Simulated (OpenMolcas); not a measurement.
**Cu2+: effect of the metal basis**

Cu2+ with its 6 nearest fluoride ions at 2.021 Å, on the Mg site of KMgF3 (a = 3.973 Å, distance in the model lattice 1.986 Å). The rest of the host is ab initio model potentials to 7.6 Å and point charges beyond; the distance is set by hand and nothing relaxes.

```
Program             : OpenMolcas 26.06
Method              : CASSCF
Spin-orbit coupling : state interaction with AMFI integrals over the reference wave functions
```

Fixed: ligand basis ANO-RCC-VDZP, active space 9 electrons in 5 orbitals (3d), DKH2 Hamiltonian.

States (labels of O, the rotations of Oh). Energies in cm-1 above the lowest state or level, χT in cm3 K/mol; 10Dq is the gap between the two states.

```json
{"Run": "A", "Metal basis": "ANO-RCC-VDZP", "Ground state": "2E", "First state of that spin": "2T2 5806", "10Dq": "5806", "First gap with spin-orbit (degeneracies)": "5147 (4, 2)", "χT at 300 K": "0.624", "Cost": "roughly 8 core-seconds"}
{"Run": "B", "Metal basis": "ANO-RCC-VTZP", "Ground state": "2E", "First state of that spin": "2T2 5635", "10Dq": "5635", "First gap with spin-orbit (degeneracies)": "4988 (4, 2)", "χT at 300 K": "0.629", "Cost": "roughly 11 core-seconds"}
```

Against A, |10Dq| changes by -2.9 % in B.

Costs are those of the RASSCF and RASSI steps.

An orbital doublet at a regular site is open to a Jahn-Teller distortion, which this geometry leaves out. Ligand-to-metal charge-transfer states are missing. With metal d orbitals alone and no dynamic correlation 10Dq can be off by a tenth to a fifth, either way, in oxide and fluoride hosts. No measured value stands beside these numbers; the geometry was set by hand and not optimised.
